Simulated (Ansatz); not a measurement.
Consider the formal exchange of groups at a C–Br bond: `[CH3][GeH2][CH2]Br` + `[AlH3]` → `[CH3][GeH2][CH2][AlH2]` + HBr.

Calculated with Ansatz (gas phase, PBE0-D4/def2-TZVP geometries, no zero-point term in ΔE). CBS: MP2 limit from def2 TZ/QZ plus the TZ coupled-cluster correction, frozen cores. This one scheme is used for every species. Functionals use def2-TZVPP. B3LYP here is the variant with VWN-RPA as its local correlation; programs differ in this. For Br, Ge outer-core shells are correlated without core-valence functions, which leaves a few kJ/mol of doubt a bond. Scalar relativity is left out up to krypton. Each species was taken in one conformer, which may not be the lowest.

CCSD(T)/CBS gives -16.9 kcal/mol.

Question: Another level gave -16.6 kcal/mol. Which?
A. r2SCAN-D4/def2-TZVPP
B. CCSD(T)/def2-TZVPP
C. HF/def2-TZVPP
D. B3LYP-D4/def2-TZVPP

Answer: B. CCSD(T)/def2-TZVPP -16.6, r2SCAN-D4 -18.9, B3LYP-D4 -15.4, HF/def2-TZVPP -11.7 kcal/mol.

Largest T1 diagnostic among the species: 0.011.

In def2-TZVPP, CCSD(T) changes the Hartree–Fock value by −4.9 kcal/mol (the triples alone add −0.5 kcal/mol) and MP2 by −5.1 kcal/mol.
